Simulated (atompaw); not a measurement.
## What one change does to a pseudopotential (Si (Z = 14), PAW (atompaw))

| Quantity | Value |
| --- | --- |
| Element | silicon (Si) |
| Generator | atompaw 4.2.0.5 |
| Type | PAW |
| Functional | LDA (PW92) |
| Relativity | non-relativistic |
| Frozen core | [Ne] |
| Valence charge | 4 |
| Reference configuration | 3s2 3p2 |
| Partial waves | 3s (bound): rc 1.75 bohr; 3s channel at 0.05 Ry: rc 1.50 bohr; 3p (bound): rc 1.75 bohr; 3p channel at 0.45 Ry: rc 1.75 bohr |
| Local potential | troulliermartins scheme with l = 2 at 1 Ry, radius 1.20 bohr |
| Core correction | smooth core density matched at 1.20 bohr |
| Augmentation charge | gaussian compensation charge, radius 1.50 bohr; PAW radius 1.75 bohr; waves and projectors: custom polynom vanderbiltortho |

Change: reference 3s1 3p3.

Cutoffs: the cutoffs (Ry, on a coarse ladder) from which the occupation-weighted sum of valence levels, in a spherical-Bessel basis at the reference potential, stays within 10 and 1 mRy of its value at 400 Ry; they do not see the model core or the augmentation charge, which bear on the density cutoff.

Q: What does the change do?

A: The potential gets softer (35 Ry and 35 Ry → 12 Ry and 21 Ry); both files keep a bound ghost (p, s).

| quantity | base | changed |
| --- | --- | --- |
| cutoff, loose | 35 Ry | 12 Ry |
| cutoff, tight | 35 Ry | 21 Ry |
| bound ghosts | p, s | s, p |
| s: phases at 1.75 bohr within 0.05 rad from the reference energy up to (Ry; the scan ends near 5) | to the end of the scan | to the end of the scan |
| p: phases at 1.75 bohr within 0.05 rad from the reference energy up to (Ry; the scan ends near 5) | to the end of the scan | to the end of the scan |
| lowest overlap eigenvalue by channel | s 0.02, p 0.71 | s 0.04, p 0.70 |

 A true bound ghost makes a file unfit for plane-wave use even where its test errors are small: the radial tests pick states by their node count and pass the ghost by. The cutoffs see the waves, projectors and local potential, not the compensation charge or the core.
